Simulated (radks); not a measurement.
All-electron atom: Ir XXX in [Kr] 4d10 4f2. Method: scalar-relativistic Kohn-Sham, LB94 model potential, spin-polarised, spherical densities, finite nucleus; open shells are filled with parallel spins first (spin-orbit coupling, left out, can overturn this in heavy ions); Fermi nuclear charge, rms radius 5.4032 fm; computed with a radial shooting solver on a logarithmic mesh with Libxc functionals.

Normalised radial functions P(r) = r R(r), r in bohr:

```
   r/bohr * 4s down, o 4p down, + 4f up (the largest magnitude, 1.86, reaches the edge; | marks zero, & curves that meet)
0.0008291                             & *
 0.001198                             &  *
 0.001731                             &   *
 0.002481                             &    *
 0.003585                             +o    *
 0.005179                             +o     *
 0.007423                             + o    *
  0.01073                             +   o *
  0.01537                             +   * o
  0.02221                            *+        o
  0.03209                      *      +          o
    0.046                  *          +         o
  0.06646                      *      |+  o
  0.09526                     o       |   +*
   0.1376             o               |        +      *
   0.1989                      o      |      *        +
    0.285            *                |              o       +
   0.4118  *                          |                      +  o
    0.595               *             |              +o
   0.8529                          *  |   o+
    1.232                             &+
```

4s down: eigenvalue -1620.4 eV, 3 radial nodes at r = 0.0206, 0.0832, 0.222 bohr, <r> = 0.403 bohr, 90 % of the charge inside 0.574 bohr. 4p down: eigenvalue -1442.4 eV, 2 radial nodes at r = 0.0757, 0.224 bohr, <r> = 0.422 bohr, 90 % of the charge inside 0.605 bohr. 4f up: eigenvalue -1005.0 eV, 0 radial nodes, <r> = 0.411 bohr, 90 % of the charge inside 0.623 bohr.
